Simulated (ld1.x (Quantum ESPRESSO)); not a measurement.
# phosphorus: one change to a TM potential, before and after

```
Element                 : P
Generator               : ld1.x (Quantum ESPRESSO) 7.5
Type                    : norm-conserving Troullier–Martins (Kleinman–Bylander form)
Functional              : LDA (PZ)
Relativity              : scalar-relativistic
Frozen core             : [Ne]
Valence charge          : 5
Reference configuration : 3s2 3p3
Partial waves           : 3s (bound): rc 1.50 bohr; 3p (bound): rc 1.80 bohr; 3d channel at 0.35 Ry: rc 1.75 bohr
Local potential         : all-electron potential smoothed inside 1.35 bohr (lloc = -2)
Core correction         : Bessel-smoothed model core inside 1.45 bohr
```

Change: local potential the s channel.

Cutoffs: the cutoffs (Ry, on a coarse ladder) from which the occupation-weighted sum of valence levels, in a spherical-Bessel basis at the reference potential, stays within 10 and 1 mRy of its value at 400 Ry; they do not see the model core or the augmentation charge, which bear on the density cutoff. Errors are all-electron minus pseudo energies relative to the spin-unpolarised reference configuration.

Q: What does the change do?

A: The potential gets neither clearly harder nor softer (21 Ry and 50 Ry → 21 Ry and 50 Ry); of the 9 tests that both files solve, the error grows in 0 and shrinks in 2 by more than 15 % and 0.3 meV (median size 7.0 → 6.0 meV); the range in which the s phases agree widens (upper end 2.7 → 4.1); neither file shows a bound ghost.

| quantity | base | changed |
| --- | --- | --- |
| cutoff, loose | 21 Ry | 21 Ry |
| cutoff, tight | 50 Ry | 50 Ry |
| bound ghosts | none | none |
| error for 3s2 3p2, meV [ΔE 9.82 eV] | +3.8 | +3.2 |
| error for 3s2 3p1, meV [ΔE 29.07 eV] | +28 | +24 |
| error for 3s2 3p0, meV [ΔE 58.96 eV] | +100 | +84 |
| error for 3s1 3p3, meV [ΔE 18.89 eV] | +7.0 | +6.0 |
| error for 3s2 3p3.3, meV [ΔE -1.34 eV] | +0.2 | +0.2 |
| error for 3s2 3p2.5, meV [ΔE 3.82 eV] | +0.5 | +0.4 |
| error for 3s0 3p5, meV [ΔE 17.14 eV] | +0.3 | +0.1 |
| error for 3s2 3p3 (spin-polarised), meV [ΔE -1.51 eV] | +35 | +35 |
| error for 3s2 3p2 (spin-polarised), meV [ΔE 8.98 eV] | +26 | +26 |
| s: phases at 1.96 bohr within 0.05 rad from the reference energy up to (Ry; the scan ends near 5) | 2.7 | 4.1 |
| p: phases at 1.96 bohr within 0.05 rad from the reference energy up to (Ry; the scan ends near 5) | 4.2 | 4.5 |
| d: phases at 1.96 bohr within 0.05 rad from the reference energy up to (Ry; the scan ends near 5) | to the end of the scan | to the end of the scan |
